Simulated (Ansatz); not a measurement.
A structure relaxed at PBE0-D4/def2-TZVP, charge 0, multiplicity 1:

| atom | x (Å) | y (Å) | z (Å) |
| --- | --- | --- | --- |
| Al1 | 0.3923 | -0.7810 | 1.6358 |
| O2 | -0.1258 | -0.0275 | -0.1435 |
| Si3 | -1.1839 | 1.2914 | -0.0521 |
| Si4 | 0.8138 | -0.5977 | -1.4320 |
| H5 | 1.8976 | -1.1354 | 1.2142 |
| H6 | 0.1224 | 0.5691 | 2.4565 |
| H7 | -0.6313 | -1.9874 | 1.8285 |
| H8 | -1.7224 | 1.4677 | -1.4226 |
| H9 | -2.2488 | 0.9286 | 0.9023 |
| H10 | -0.4294 | 2.4913 | 0.3638 |
| H11 | 2.1362 | 0.0595 | -1.3975 |
| H12 | 0.0777 | -0.2149 | -2.6613 |
| H13 | 0.9015 | -2.0637 | -1.2921 |

**Question.** Give its formula and SMILES.

**Answer.** AlH9OSi2, `[AlH3-][O+]([SiH3])[SiH3]`.

**Question.** Point group (tolerance 0.08 Å, 0.16 Å for H)?

**Answer.** Cs.

**Question.** Summarise the bond lengths by kind.

**Answer.** 1 × Al–O 2.001 Å; 3 × Al–H 1.594 to 1.603 Å; 2 × O–Si 1.693 to 1.694 Å; 6 × H–Si 1.475 to 1.483 Å.

Program: Ansatz 0.2.0.
